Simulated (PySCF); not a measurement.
AlO, SMILES [O]=[Al], multiplicity 2. Coordinates come from a B3LYP-D3(BJ)/def2-TZVPD optimisation.

Computed equilibrium geometry at B3LYP-D3(BJ)/def2-TZVPD (PySCF confirms it by a frequency run) as bond lengths and angles, and its point group:
point group C∞v.
Atoms: Al1 O2. Bond lengths (Å): Al1–O2 1.627.
Charge 0, spin multiplicity 2.
